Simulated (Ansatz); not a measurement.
C₃H₈MgS, singlet, geometry from GFN2-xTB (such geometries of metal compounds can be far from the true shape); PBE0/def2-SVPD in Ansatz (a first-principles code).

Here is a job for Ansatz.
Ansatz 0.2 input:
```yaml
crystal:
  periodic: [false, false, false]
  atoms:
    - {symbol: Mg, position_ang: [1.05497731, 0.38100396, 0.67541834]}
    - {symbol: C, position_ang: [-0.12033075, -0.80145609, 2.00469965]}
    - {symbol: C, position_ang: [-0.46404636, -2.07363508, 1.24357642]}
    - {symbol: H, position_ang: [-1.04027822, -0.27051798, 2.27327268]}
    - {symbol: H, position_ang: [0.39782945, -1.05585023, 2.93115838]}
    - {symbol: H, position_ang: [0.43444887, -2.66754305, 1.05544396]}
    - {symbol: H, position_ang: [-0.93162471, -1.84408383, 0.28092473]}
    - {symbol: H, position_ang: [-1.16276549, -2.69541913, 1.81103065]}
    - {symbol: S, position_ang: [0.39034670, 0.68008744, -1.57447064]}
    - {symbol: C, position_ang: [-1.34108734, 1.11989005, -1.21385618]}
    - {symbol: H, position_ang: [-1.65805150, 0.69238452, -0.25875209]}
    - {symbol: H, position_ang: [-1.95122635, 0.71471001, -2.01700888]}
    - {symbol: H, position_ang: [-1.44082026, 2.20407970, -1.19607857]}
basis:
  gaussian:
    orbitals: def2-SVPD
hamiltonian:
  xc: pbe0
```

Q: Write the output that Ansatz gives for this input, abridged.

A: 
```
Functional definition: PBE0
1502 factors; their error is unknown
mean field evaluation 1: about -19492.7273 eV, gradient 6.3e1 eV
mean field evaluation 2: about -19473.5637 eV, gradient 9.4e1 eV
mean field evaluation 4: about -19503.3584 eV, gradient 6.5e0 eV
mean field evaluation 8: about -19503.4722 eV, gradient 1.5e-1 eV
mean field evaluation 16: about -19503.5877 eV, gradient 2.7e-4 eV
mean field -19503.58770600 eV, -716.7436281891 hartree, gradient 4.8e-5 eV, S^2 0.000000; 0 other end points of the search recorded, 0 dependent functions left out
reference -19503.58775436 eV, -716.7436299662 hartree; 27, 27 occupied and 145, 145 virtual orbitals, 1502 factors
Total energy: -19503.58775436 eV, -716.7436299662 hartree
```
